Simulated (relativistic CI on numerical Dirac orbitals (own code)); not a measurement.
Sr¹¹⁺: q coefficients and field-shift factors

Calculated at this level of theory: Dirac-Coulomb-Breit CI, KLI orbitals optimised for each configuration, derivatives by finite differences, unscaled Slater integrals, QED left out (own radial code, finite nucleus).

CI space (outside the closed core [Ne]): 3s²3p⁶3d⁹, 3s²3p⁵3d¹⁰, 3s3p⁶3d¹⁰, 3s²3p⁶3d⁸4s, 3s²3p⁶3d⁸4p, 3s²3p⁶3d⁸4d, 3s²3p⁶3d⁷4s², 3s²3p⁶3d⁷4s4p. Levels of other configurations are missing.

With x = (α/α₀)² − 1 an excitation energy changes as ω = ω₀ + qx; K = 2q/ω₀ is the relative enhancement. Terms are leading LS components, so labels can repeat. The field-shift factor is F = δν/δ⟨r²⟩ for the transition from the lowest level.

Lowest level 3s²3p⁶3d⁹ ²D5/2.

```csv
Level,ω₀ (cm⁻¹),q (cm⁻¹),K,F (GHz/fm²)
3s²3p⁶3d⁹ ²D3/2,14547,14410,1.98,0.0823
3s²3p⁶3d⁸4s ⁴F9/2,1092703,-46950,-0.0859,24.7
3s²3p⁶3d⁸4s ⁴F7/2,1099084,-43610,-0.0794,24.7
3s²3p⁶3d⁸4s ⁴F5/2,1107670,-33070,-0.0597,24.8
3s²3p⁶3d⁸4s ⁴F3/2,1111646,-31680,-0.057,24.8
3s²3p⁶3d⁸4s ²F7/2,1111789,-36750,-0.0661,24.5
3s²3p⁵3d¹⁰ ²P°3/2,1114825,21540,0.0386,1.74
3s²3p⁶3d⁸4s ²F5/2,1120883,-35610,-0.0635,24.5
3s²3p⁶3d⁸4s ⁴P5/2,1135496,-40130,-0.0707,24.8
3s²3p⁶3d⁸4s ²D3/2,1138897,-40010,-0.0703,24.7
3s²3p⁶3d⁸4s ⁴P1/2,1147956,-34490,-0.0601,24.9
3s²3p⁶3d⁸4s ⁴P3/2,1148653,-31850,-0.0555,24.9
3s²3p⁶3d⁸4s ²D5/2,1152070,-25830,-0.0448,24.8
3s²3p⁶3d⁸4s ²P3/2,1159449,-30610,-0.0528,24.6
3s²3p⁶3d⁸4s ²P1/2,1160786,-33720,-0.0581,24.5
3s²3p⁶3d⁸4s ²G9/2,1161816,-36180,-0.0623,24.8
3s²3p⁶3d⁸4s ²G7/2,1161974,-35950,-0.0619,24.8
3s²3p⁵3d¹⁰ ²P°1/2,1200934,111100,0.185,0.905
3s²3p⁶3d⁸4s ²S1/2,1245942,-31530,-0.0506,24.9
3s²3p⁶3d⁸4p ⁴D°7/2,1279853,-37810,-0.0591,4.15
3s²3p⁶3d⁸4p ⁴G°9/2,1286057,-39530,-0.0615,4.17
3s²3p⁶3d⁸4p ⁴D°5/2,1293630,-23850,-0.0369,4.17
3s²3p⁶3d⁸4p ⁴G°7/2,1296445,-26160,-0.0404,4.22
```

At this charge energies of transitions that change n are usually good to better than 1 %, and those within a shell (Δn = 0) to a few per cent.
